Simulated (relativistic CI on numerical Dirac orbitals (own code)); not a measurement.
## Transition arrays of I IX

Calculated at this level of theory: Dirac-Coulomb-Breit CI, KLI orbitals optimised for each configuration, model QED (radiative potential, 1s self-energy scaled to tabulated hydrogen-like ionisation energies), valence Slater integrals scaled by 0.9, whole transition arrays (own radial code, finite nucleus).

CI space (outside the closed core [Ar] 3d10 4s2): 4p⁶4d⁹, 4p⁶4d⁸4f, 4p⁵4d¹⁰, 4p⁶4d⁸5p, 4p⁶4d⁸5f. Levels of other configurations are missing.

All E1 lines from the levels of 4p⁶4d⁹; mean and standard deviation are weighted by gf, and upper levels are sorted by their leading configuration.

| Upper configuration | Lines | Σgf | Mean (eV) | Mean (nm) | σ (eV) | Strongest line (nm) |
| --- | --- | --- | --- | --- | --- | --- |
| 4p⁶4d⁸4f | 81 | 89.1 | 99.83 | 12.419 | 1.95 | 12.404 |
| 4p⁵4d¹⁰ | 3 | 5.7 | 105.11 | 11.795 | 2.28 | 11.775 |
| 4p⁶4d⁸5p | 60 | 10.8 | 72.17 | 17.179 | 1.43 | 17.133 |
| 4p⁶4d⁸5f | 81 | 27.1 | 124.46 | 9.962 | 1.83 | 9.899 |

Σgf per state of the lower configuration in bins of 0.2 nm over the central range (centre: value): 9.7: 0.27, 9.9: 2.19, 10.3: 0.14, 10.5: 0.08, 11.7: 0.57, 12.1: 1.04, 12.3: 0.54, 12.5: 7.23, 16.7: 0.09, 16.9: 0.13, 17.1: 0.32, 17.3: 0.28.

(1) How do configuration mixing and the scaling of the Slater integrals move the arrays?

Answers

(1) Slater scale 0.9, no configuration mixing: 4p⁶4d⁸4f 101.8 ± 2.5 eV (Σgf 109.5), 4p⁵4d¹⁰ 89.3 ± 4.6 eV (Σgf 5.7), 4p⁶4d⁸5p 72.2 ± 1.4 eV (Σgf 12.1), 4p⁶4d⁸5f 121.7 ± 1.7 eV (Σgf 0.9); Slater scale 1: 4p⁶4d⁸4f 102.0 ± 2.3 eV (Σgf 93.5), 4p⁵4d¹⁰ 74.9 ± 0.6 eV (Σgf 0.1), 4p⁶4d⁸5p 72.2 ± 1.5 eV (Σgf 10.7), 4p⁶4d⁸5f 125.0 ± 2.0 eV (Σgf 31.1); Slater scale 0.8: 4p⁶4d⁸4f 97.9 ± 1.9 eV (Σgf 89.6), 4p⁵4d¹⁰ 103.6 ± 1.7 eV (Σgf 5.8), 4p⁶4d⁸5p 72.1 ± 1.3 eV (Σgf 10.9), 4p⁶4d⁸5f 124.0 ± 1.7 eV (Σgf 23.8). With mixing, levels are counted to their leading configuration, so an array can shrink or vanish into another, and the sums then hold other lines.
